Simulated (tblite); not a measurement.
C5H5N2O (doublet state).
Structure used (GFN2-xTB), in Å, numbered top down from 1:
```
atom  x, y, z in Å
C1    -2.2302   -1.0079    0.6805
C2    -1.1008   -0.4011    0.7320
C3    -0.3964    0.2538   -0.4854
C4    -0.2103    1.6493   -0.2191
N5    -0.0304    2.7523    0.0316
C6     0.9485   -0.4632   -0.6897
N7     1.8857   -0.1331    0.2240
O8     1.1102   -1.2807   -1.5598
H9    -3.0061   -1.2923    0.0127
H10   -0.5383   -0.2953    1.6510
H11   -1.0066    0.1144   -1.3815
H12    2.8022   -0.5407    0.1355
H13    1.7681    0.6451    0.8505
```

Computed geometry: GFN2-xTB, gas phase. This method treats the open shell by occupation alone, without spin polarisation.

Masses are those of the commonest isotopes; rigid-rotor values at the optimised geometry. The values belong to one conformer with, in the numbering `[H]/[C:1]=[CH:2]\[C@@H:3]([C:4]#[N:5])[C:6]([NH2:7])=[O:8]`, C1–C2–C3–C4 121°, C2–C3–C6–N7 -74°, C3–C6–N7–H -178° and -12°.

Problem. Give the principal moments of inertia and the rotational constants in MHz.

Solution. Ia = 220.00, Ib = 244.19, Ic = 382.71 u·Å²; 505379 MHz·u·Å²/I gives A = 2297, B = 2070, C = 1321 MHz.

Problem. What kind of rotor is it?

Solution. An asymmetric top: κ = (2 × 2070 − 2297 − 1321)/(2297 − 1321) = 0.53.

Problem. Is it planar, by Δ = Ic − Ia − Ib?

Solution. Not planar: Δ = Ic − Ia − Ib = -81.49 u·Å². For a rigid frame Δ = −2 Σ m c², so Σ m c² = 40.74 u·Å² lies off the ab plane: 9.05 from hydrogen and 31.69 from heavier atoms. The atom farthest from that plane is 1.55 Å away.

Problem. Give the other two planar moments, Paa and Pbb, and the rms extents of the mass along the axes.

Solution. Paa = Σ m a² = (Ib + Ic − Ia)/2 = 203.45 and Pbb = Σ m b² = (Ia + Ic − Ib)/2 = 179.26 u·Å². With the mass M = 109.04 u, the rms extents √(P/M) along a, b and c are 1.37, 1.28, 0.61 Å.

Problem. Where do the levels up to J = 5 lie, in K?

Solution. Above 0(0,0), as E/k:
J = 1: 1(0,1) 0.163, 1(1,1) 0.174, 1(1,0) 0.210
J = 2: 2(0,2) 0.461, 2(1,2) 0.463, 2(1,1) 0.571, 2(2,1) 0.604, 2(2,0) 0.631
J = 3: 3(0,3) 0.883, 3(1,3) 0.884, 3(1,2) 1.082, 3(2,2) 1.092, 3(2,1) 1.185, 3(3,1) 1.250, 3(3,0) 1.268
J = 4: 4(0,4) 1.431, 4(1,4) 1.431, 4(1,3) 1.716, 4(2,3) 1.718, 4(2,2) 1.904, 4(3,2) 1.932, 4(3,1) 2.006, 4(4,1) 2.114, 4(4,0) 2.124
J = 5: 5(0,5) 2.106, 5(1,5) 2.106, 5(1,4) 2.474, 5(2,4) 2.475, 5(2,3) 2.754, 5(3,3) 2.761, 5(3,2) 2.927, 5(4,2) 2.984, 5(4,1) 3.039, 5(5,1) 3.196, 5(5,0) 3.201
The levels of one J sum to (2J + 1)J(J + 1)(A + B + C)/3.

For this open shell read J as N, the rotation without spin; fine and hyperfine splittings come on top. Its GFN2-xTB frequencies are all real (lowest 51 cm⁻¹). These are rigid-rotor constants of the computed structure; measured ground-state constants (B0) also hold zero-point vibration.

Hardware: Arm Neoverse V2, one thread, shared host with 32 logical CPUs at a one-minute load of 11. Cost: 0.21 s. This is the geometry optimisation.
